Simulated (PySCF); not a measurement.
## Ru³²⁺: ionisation energy

Ru³²⁺ [Ne] 3s2 (1S) → Ru³³⁺ [Ne] 3s1 (2S), as a difference of total energies. Calculation: PySCF 2.14, in an even-tempered Gaussian basis (18 s from 5 bohr⁻², ratio 2.5; 11 p from 6.5 bohr⁻², ratio 2.5; 4 d from 24 bohr⁻², ratio 2.7; 4 f from 36 bohr⁻², ratio 2.7); scalar relativity by spin-free X2C-1e. Correlated levels: outer shells: 1s2 frozen; virtual orbitals above 40 to 60 times the deepest correlated orbital energy dropped. The calculations carry no spin-orbit coupling.

| method | ionisation energy (eV) |
| --- | --- |
| UHF | 1942.2 |
| MP2 (outer shells) | 1945.4 |
| SCS-MP2 (outer shells) | 1945.8 |
| CCSD (outer shells) | 1946.1 |
| CCSD(T) (outer shells) | 1946.2 |

Task: How much does correlation contribute at CCSD(T) (outer shells)?

Result: 1946.2 − (1942.2) = 4.0 eV, measured against UHF.

Breit and QED terms and the two-electron picture change are absent.

For comparison: 1949 ± 3 eV (semi-empirical (NIST evaluation); NIST Atomic Spectra Database, ionization energies).
